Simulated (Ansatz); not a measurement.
Spectroscopic constants of LiSi, multiplicity 4 (lowest of 2S+1 = 2, 4 at CCSD(T)/def2-TZVPP on PBE0 minima; our sources give no spin for the ground state, which may be another).

D_e counts from the fitted minimum to each atom's lowest state at the same level, without counterpoise.

Correlated levels freeze the inner cores; with def2 sets outer-core shells near the valence are correlated too.

Programs: Ansatz (Gaussian basis) for Hartree–Fock, density functionals and correlated methods. Each number belongs to the level named beside it.

PBE/def2-TZVPP gives 174.7 kJ/mol for the bond energy D_e.

Q: How do the other levels lie against it? Give each less PBE: r2SCAN/def2-TZVPP, PBE0/def2-TZVPP, wB97M-V/def2-TZVPP, B2PLYP/def2-TZVPP, CCSD(T)/def2-QZVPP.

A: r2SCAN/def2-TZVPP 12.6; PBE0/def2-TZVPP -2.0; wB97M-V/def2-TZVPP -7.6; B2PLYP/def2-TZVPP -16.4; CCSD(T)/def2-QZVPP 5.2 kJ/mol. 2 of 5 lie above PBE; the widest gap is to B2PLYP/def2-TZVPP.

Ansatz is an electronic-structure program.
